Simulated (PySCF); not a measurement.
C₃H₇ClOSi, SMILES C([SiH2]Cl)CC=O.

Geometry optimised at PBE0-D3(BJ)/def2-SVP. This is a generated structure with no PubChem entry under its InChIKey; it may be hypothetical. Other conformers were not sampled.

Calculation: TDA-PBE/def2-SVPD (PySCF).

Vertical excitations. Gas-phase values at a fixed geometry.

**Question.** List the lowest excited states. (Estimate from the structure and the level; the computed values follow.)

**Answer.** 
| state | energy (eV) | λ (nm) | f | main pairs |
|---|---|---|---|---|
| S1 | 4.30 | 289 | 0.000 | HOMO→LUMO 92 % |
| S2 | 4.42 | 281 | 0.003 | HOMO−1→LUMO 96 % |
| S3 | 4.46 | 278 | 0.001 | HOMO−2→LUMO 89 % |
| S4 | 5.67 | 219 | 0.003 | HOMO−3→LUMO 98 % |
| S5 | 5.97 | 208 | 0.001 | HOMO−4→LUMO 97 % |
| S6 | 6.25 | 198 | 0.000 | HOMO−5→LUMO 99 % |
| S7 | 6.32 | 196 | 0.017 | HOMO→LUMO+1 98 % |
| S8 | 6.62 | 187 | 0.000 | HOMO−1→LUMO+1 97 % |
| S9 | 6.66 | 186 | 0.001 | HOMO−2→LUMO+1 96 % |
| S10 | 6.90 | 180 | 0.020 | HOMO→LUMO+2 85 % |
| T1 | 3.73 | 333 | 0 | HOMO→LUMO 99 % |
| T2 | 4.38 | 283 | 0 | HOMO−1→LUMO 100 % |
| T3 | 4.41 | 281 | 0 | HOMO−2→LUMO 99 % |
| T4 | 5.52 | 225 | 0 | HOMO−3→LUMO 95 % |
Triplets are in the Tamm–Dancoff approximation.
